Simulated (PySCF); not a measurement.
## Telling isomers of C$_{3}$H$_{5}$F$_{3}$O$_{2}$Si apart by NMR

Theoretical values (PySCF): GFN2-xTB geometry, σ from GIAO-PBE0/pcSseg-1. Equivalent nuclei averaged, one conformer, gas phase, relativity neglected.

Chemical shifts δ = σref − σ; ¹H and ¹³C vs TMS, all at this level. Splittings of carbon signals by F and P are missing where no couplings were computed. Where no couplings were computed, multiplicities follow the n + 1 count of equivalent neighbours, and m marks all less simple cases (inequivalent or close neighbours, rings, F or P nearby). Shifts are as computed. Against solution values, carbons near 30 ppm lie about +3 ppm off and those near 130 ppm about +5 ppm. Of 1309 compounds with measured shifts, 239 miss one by over three times the rms of a fit or turn the order of signals round; such compounds aren't used in these exercises. OH and NH positions are gas-phase values without hydrogen bonding to other molecules.

(1) Tabulate the signals of `C=C(O[SiH2]O)C(F)(F)F`, `FC(F)(F)O[C@H]1OC[SiH2]1`, `O=C(CC(F)(F)F)O[SiH3]` and their relative energies.

(2) What is the quickest way to tell C=C(O[SiH2]O)C(F)(F)F from FC(F)(F)O[C@H]1OC[SiH2]1?

(3) What is the quickest way to tell FC(F)(F)O[C@H]1OC[SiH2]1 from O=C(CC(F)(F)F)O[SiH3]?

(4) What is the quickest way to tell C=C(O[SiH2]O)C(F)(F)F from O=C(CC(F)(F)F)O[SiH3]?

## Answers

(1) 
```json
{"SMILES": "C=C(O[SiH2]O)C(F)(F)F", "carbon types": "2×C 1×CH2", "δC": "154.5, 129.2, 97.1", "δH": "5.25 (m, 1H), 5.18 (s, 2H), 4.48 (m, 1H), 1.92 (br s, 1H)", "E rel. (kcal/mol)": "0.0"}
{"SMILES": "FC(F)(F)O[C@H]1OC[SiH2]1", "carbon types": "1×C 1×CH 1×CH2", "δC": "131.3, 109.7, 65.3", "δH": "5.95 (m, 1H), 5.36 (m, 1H), 5.29 (m, 1H), 5.10 (m, 1H), 4.64 (m, 1H)", "E rel. (kcal/mol)": "57.9"}
{"SMILES": "O=C(CC(F)(F)F)O[SiH3]", "carbon types": "2×C 1×CH2", "δC": "170.2, 133.2, 45.6", "δH": "4.92 (s, 3H), 3.19 (m, 2H)", "E rel. (kcal/mol)": "0.7"}
```

Energies are electronic energies at PBE0/pcSseg-1 on these geometries, without zero-point or thermal terms, each for the one conformer computed, which needn't be the lowest.

(2) Both give the same number of carbon signals, but DEPT or the intensities differ. The first has a β carbon of an enol-ether or enamine type C=C (CH2) at 97.1 ppm, the second an sp3 carbon bearing two oxygens (CH) at 109.7 ppm. Their most deshielded carbons lie at 154.5 and 131.3 ppm. In the proton spectra the most deshielded non-exchanging signals are 5.25 (m, 1H) and 5.95 (m, 1H).

(3) Both give the same number of carbon signals, but DEPT or the intensities differ. The first has an sp3 carbon bearing two oxygens (CH) at 109.7 ppm, the second a carbonyl carbon (C) at 170.2 ppm. Their most deshielded carbons lie at 131.3 and 170.2 ppm. In the proton spectra the most deshielded non-exchanging signals are 5.95 (m, 1H) and 4.92 (s, 3H).

(4) Both give the same number of carbon signals, with the same numbers of each carbon type, so the positions decide. The first has a β carbon of an enol-ether or enamine type C=C (CH2) at 97.1 ppm, the second an sp3 CH2 α to a carbonyl at 45.6 ppm. Their most deshielded carbons lie at 154.5 and 170.2 ppm.
